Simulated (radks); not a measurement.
Os LVII, 20 electrons, occupied as [Ar] 3d2 (the NIST ground configuration). Calculated with a radial shooting solver on a logarithmic mesh with Libxc functionals: non-relativistic Kohn-Sham, TPSS, spin-polarised, spherical densities, point nucleus; open shells are filled with parallel spins first (spin-orbit coupling, left out, can overturn this in heavy ions); meta-GGA in the generalised Kohn-Sham scheme; relativity is left out, which matters for an element this heavy.

Unscreened Slater integrals over Kohn-Sham orbitals (hartree). They are taken over the spin-up orbitals.

| integral | value |
|---|---|
| F0(3d,3d) | 5.5526 |
| F2(3d,3d) | 2.8906 |
| F4(3d,3d) | 1.8750 |
| F0(3d,3p) | 5.0515 |
| F2(3d,3p) | 2.4102 |
| G1(3d,3p) | 2.4550 |
| G3(3d,3p) | 1.6756 |
| F0(3d,3s) | 4.8747 |
| G2(3d,3s) | 1.7323 |
| F0(3d,2p) | 6.9735 |
| F2(3d,2p) | 2.2327 |
| G1(3d,2p) | 2.1429 |
| G3(3d,2p) | 1.2417 |
| F0(3p,3p) | 4.7614 |
| F2(3p,3p) | 2.3995 |
| F0(3p,3s) | 4.6147 |
| G1(3p,3s) | 2.9339 |
| F0(3p,2p) | 6.2747 |
| F2(3p,2p) | 1.6265 |
| G0(3p,2p) | 0.63279 |
| G2(3p,2p) | 0.70644 |
| F0(3s,3s) | 4.4967 |
| F0(3s,2p) | 5.8936 |
| G1(3s,2p) | 0.61104 |
| F0(2p,2p) | 12.903 |
| F2(2p,2p) | 6.1935 |

Derived for the open shells (J is the average intra-shell exchange parameter used in DFT+U). 3d: Racah B = F2/49 - 5 F4/441 = 0.03773 hartree, C = 35 F4/441 = 0.1488 hartree, C/B = 3.94, F4/F2 = 0.649, J = (F2 + F4)/14 = 0.3404 hartree.
